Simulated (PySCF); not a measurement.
Compound: C5H5O3 (doublet state).
Geometry (GFN2-xTB, Å), atoms numbered from 1 in this order:
```
atom  x, y, z in Å
C1     2.4690    0.1690   -0.0365
O2     1.3639   -0.6094   -0.1797
C3     0.2271   -0.2178    0.5336
C4    -0.9228   -1.1148    0.1678
C5    -1.8812   -0.3794   -0.3843
C6    -1.4328    1.0331   -0.4086
O7    -1.9923    2.0020   -0.8242
O8    -0.1968    1.0781    0.1675
H9     2.4513    1.0052    0.6353
H10    3.1620    0.0960   -0.8498
H11    0.4495   -0.2021    1.6178
H12   -0.8721   -2.1745    0.3240
H13   -2.8291   -0.6849   -0.7806
```

The hyperfine couplings belong to this conformer and change with its torsions.

As a line formula: `[CH2]O[C@@H]1C=CC(=O)O1` [radical].

Computed with PySCF, UKS B3LYP, pcH-1 on C H O, non-relativistic, mean-field spin-orbit, GIAO. Isolated species at its GFN2-xTB geometry (one conformer only). The geometry wasn't refined by DFT: couplings that depend on bond lengths, twists or pyramidal angles can differ widely from those at the functional's own minimum. No stability test was run, so a lower SCF solution isn't excluded.

(1) The isotropic 17O couplings are -28.8, +0.6 MHz. Assign them to O2; O8.

Results:

(1) 
```csv
site,a_iso (MHz),ρ(0) (bohr⁻³),position,distance from C1 (Å),spin population,largest |T| (MHz)
O2,-28.8,+0.0475,1 bond from C1,1.36,+0.10,58.7
O8,+0.6,-0.0010,3 bonds from C1,2.82,+0.01,3.1
```

ρ(0) is the spin density at the nucleus and T the dipolar tensor. The largest Mulliken spin populations are on C1 (+0.97) and O2 (+0.10). No atom but C1 exceeds +0.15. The angles at C1 add up to 356.6°, so it is nearly planar; its axial dipolar tensor and the negative couplings of its protons fit spin in a p orbital normal to that plane.

Examples of negative spin density at the nucleus (bohr⁻³): H9 (-0.0122), H10 (-0.0111) and C4 (-0.0015).

H9 and H10 aren't averaged: C1 is flat or nearly so (angle sum 357°), and its turn about the short C1–O2 bond (1.36 Å) is taken as slow.
